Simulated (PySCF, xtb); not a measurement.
(1-methylcyclopropyl)methanol (C5H10O), SMILES CC1(CO)CC1. Other conformers were not sampled.

Harmonic wavenumbers (cm⁻¹) from GFN2-xTB in xtb at its own minimum, in rising order: 83, 170, 228, 267, 309, 341, 384, 480, 736, 801, 894, 923, 934, 971, 1028, 1061, 1071, 1096, 1108, 1121, 1150, 1202, 1247, 1273, 1380, 1391, 1416, 1423, 1484, 1491, 1495, 1508, 2825, 2865, 3006, 3016, 3047, 3083, 3088, 3111, 3123, 3575.

Q: What does PBE-D3(BJ)/def2-SVP (PySCF 2.14.0) give at its own minimum? (The exact figures need the calculation; the answer reports its results.)

A: 108, 206, 214, 248, 318, 339, 379, 503, 690, 765, 850, 857, 908, 928, 993, 1014, 1028, 1032, 1089, 1101, 1139, 1171, 1226, 1264, 1318, 1357, 1368, 1399, 1409, 1422, 1449, 1456, 2864, 2897, 2954, 3030, 3059, 3059, 3062, 3156, 3165, 3741. Paired by order, the mean absolute difference is 37 cm⁻¹ and the zero-point energies are 87.5 and 86.5 kcal/mol.
